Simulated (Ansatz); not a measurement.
Reaction (ligand exchange at the Si–S bond): `[SiH3]SS` + `S[SiH2]Cl` → `[SiH3]S[SiH2]Cl` + `SS`

Calculated with Ansatz (gas phase, PBE0-D4/def2-TZVP geometries, no zero-point term in ΔE). CBS: MP2 limit from def2 TZ/QZ plus the TZ coupled-cluster correction, frozen cores. This one scheme is used for every species. DFT in def2-TZVPP. B3LYP here is the variant with VWN-RPA as its local correlation; programs differ in this. One conformer a species, not always the lowest.

```json
{"level": "B3LYP-D4", "ΔE (kJ/mol)": "-5.8"}
{"level": "MP2/def2-TZVPP", "ΔE (kJ/mol)": "-6.6"}
{"level": "SCS-MP2/def2-TZVPP", "ΔE (kJ/mol)": "-5.8"}
{"level": "CCSD/def2-TZVPP", "ΔE (kJ/mol)": "-5.6"}
{"level": "CCSD(T)/def2-TZVPP", "ΔE (kJ/mol)": "-5.6"}
{"level": "HF/def2-QZVPP", "ΔE (kJ/mol)": "-4.9"}
{"level": "MP2/def2-QZVPP", "ΔE (kJ/mol)": "-7.2"}
{"level": "SCS-MP2/def2-QZVPP", "ΔE (kJ/mol)": "-6.4"}
```

(1) What does CCSD(T)/CBS give? (Estimate.)

Largest T1 diagnostic among the species: 0.012.

Answers

(1) Computed: -6.5 kJ/mol. The listed levels differ from it by 0.7, -0.1, 0.7, 0.9, 0.9, 1.6, -0.7, 0.1 kJ/mol.

The D4 term adds −3.7 kJ/mol with B3LYP and −2.2 kJ/mol with PBE0; it sums over pairs of atoms, weighted by their polarisabilities, and B3LYP, whose exchange is more repulsive, gets the larger term.
